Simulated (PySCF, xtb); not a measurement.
TeCl, SMILES Cl[Te], multiplicity 2.

Harmonic wavenumbers (cm⁻¹) from GFN2-xTB in xtb at its own minimum, in rising order: 371.

**Question.** What does B3LYP-D3(BJ)/def2-TZVP (PySCF 2.14.0) give at its own minimum? (Estimate from the structure and the level; the computed values follow.)

**Answer.** 374. Paired by order, the mean absolute difference is 3 cm⁻¹ and the zero-point energies are 0.5 and 0.5 kcal/mol.
